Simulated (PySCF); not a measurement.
C2H8MgN2, SMILES [N](C)([Mg][NH2])C (CAM-B3LYP/def2-SVP optimised geometry):

```
13

Mg    -0.449     0.002     0.000
N     -2.334    -0.001     0.003
H     -2.938    -0.648    -0.496
H     -2.940     0.642     0.504
N      1.456     0.002     0.000
C      2.275     0.737    -0.930
C      2.268    -0.735     0.935
H      2.940     1.471    -0.425
H      2.941     0.077    -1.527
H      1.664     1.307    -1.652
H      2.935    -1.471     0.435
H      2.934    -0.076     1.534
H      1.653    -1.303     1.655
```

Computed with CAM-B3LYP/def2-TZVP (PySCF).

Task: What are the frontier orbital energies and the dipole moment?

Result: HOMO-2 -9.60 eV, HOMO-1 -7.75 eV, HOMO -6.73 eV, LUMO -0.11 eV, LUMO+1 1.29 eV; dipole moment 0.67 D.

Meta-Löwdin charges at CAM-B3LYP/def2-TZVP: Mg1 1.39, N2 -1.12, H3 0.21, H4 0.21, N5 -0.76, C6 -0.21, C7 -0.21, H8 0.08, H9 0.08, H10 0.09, H11 0.08, H12 0.08, H13 0.09.
